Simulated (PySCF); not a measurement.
**Ionisation energy of Br²⁷⁺ by level of theory**

Br²⁷⁺ [He] 2s2 2p4 [2p1/2^2 2p3/2^2, M_J = 2] → Br²⁸⁺ [He] 2s2 2p3 [2p1/2^2 2p3/2^1, M_J = 3/2], as a difference of total energies. All numbers are calculated (PySCF 2.14, the two-component X2C-1e Hamiltonian, in an uncontracted even-tempered set (17 s from 9 bohr⁻², ratio 2.4; 12 p from 12 bohr⁻², ratio 2.4; 5 d from 45 bohr⁻², ratio 2.6; 4 f from 67 bohr⁻², ratio 2.6)). Correlated levels: nothing frozen; the 32 highest virtual spinors dropped. "Screened" scales the spin-orbit matrix elements by Boettger's factors to mimic the two-electron term; Breit and QED terms are absent.

```csv
method,ionisation energy (eV)
GHF (spin-free),3016.2
GMP2 (spin-free),3017.8
GHF (screened spin-orbit),3020.3
GMP2 (screened spin-orbit),3020.6
```

For this ion Breit and QED terms and the two-electron picture change, all absent here, outweigh the correlation shift from GHF to GMP2.

The spin-free rows relax to the high-spin LS determinant and lack the spin-orbit shift.

The labels give the starting determinants; with spin-orbit coupling the two ends relaxed to ⟨J²⟩ = 6.00, ⟨L²⟩ = 2.83, ⟨S²⟩ = 1.59 and ⟨J²⟩ = 3.76, ⟨L²⟩ = 1.29, ⟨S²⟩ = 2.34.

For comparison: 3021 ± 7 eV (semi-empirical (NIST evaluation); NIST Atomic Spectra Database, ionization energies).
